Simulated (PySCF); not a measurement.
# Potential energy of CaO⁺ along the bond

Set-up: Ca 3-21G, O 3-21G; no relativity (PySCF 2.14). Energies in eV from Ca⁺ + O in their ground configurations at the same level. State: ²Π (doublet), unpaired electrons π ↑.

Curves on a restricted Hartree–Fock reference rise too fast on stretching and do not dissociate correctly.

```csv
R (Å),ROHF-SCS-MP2
1.913,0.0980
2.002,-0.3313
2.091,-0.5585
2.158,-0.6372
2.225,-0.6601
2.292,-0.6417
2.381,-0.5717
2.492,-0.4363
2.626,-0.2343
2.804,0.0607
```

**Question.** Put a parabola through the three lowest points of the ROHF-SCS-MP2 curve and estimate Re, k and ωe (reduced mass 11.42 u; 1 eV/Å² = 0.16022 mdyn/Å; ωe = 1302.8·√(k/μ) cm⁻¹).

**Answer.** Through R = 2.158, 2.225, 2.292 Å the second-order coefficient is 4.60 eV/Å², so Re ≈ 2.229 Å, k ≈ 1.47 mdyn/Å and ωe ≈ 468 cm⁻¹. A polynomial fit of higher order to the unrounded ROHF-SCS-MP2 energies gives Re = 2.225 Å, k = 1.47 mdyn/Å, ωe = 467 cm⁻¹; anharmonicity and rounding make the difference.

The higher-order fit for each curve: ROHF-SCS-MP2: Re = 2.225 Å, ωe = 467 cm⁻¹, De = 0.66 eV.

Correlated steps freeze 6 core orbitals. For an ion De counts to the pair picked by the measured ionisation energies or electron affinities, which need not be the lowest pair at this level. 3-21G is very small, so such numbers show the basis as much as the molecule. The state was picked by a PBE0 search and need not be the measured ground state.
